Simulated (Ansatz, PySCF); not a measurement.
Ways to break one bond of [CH3][GeH2][CH3] [dimethylgermane]:

A. [CH3][GeH2][CH3] [dimethylgermane] → [CH2][GeH2][CH3] + H atom
B. [CH3][GeH2][CH3] [dimethylgermane] -> [CH3][GeH][CH3] + H atom

Quantity: bond dissociation energy (enthalpy at 298 K, with B3LYP-D3(BJ) rigid-rotor harmonic-oscillator terms from PySCF), kcal/mol. Each molecule is optimised on its own at B3LYP-D3(BJ)/def2-TZVP (Ansatz, a program for electronic structure), one conformer each, not searched for the lowest. Valence correlation only, unless marked. UHF or UKS for open shells. Spin-orbit coupling is left out. Frozen are the shells of the preceding noble gas and the d and f shells that filled before the atom's block. No relativistic terms. CBS marks a two-point X^-3 extrapolation of the correlation energy; Hartree-Fock from the larger set.

|  | revPBE/def2-TZVPD (Ansatz) | r2SCAN0-D4/def2-TZVPD (Ansatz + dftd4) | SCS-MP2/STO-3G (Ansatz) | CCSD(T)/CBS(aug-cc-pVTZ,aug-cc-pVQZ) (Ansatz) |
|---|---|---|---|---|
| A | 96.9 | 97.4 | 116.2 | 102.4 |
| B | 79.5 | 83.2 | 108.6 | 85.9 |
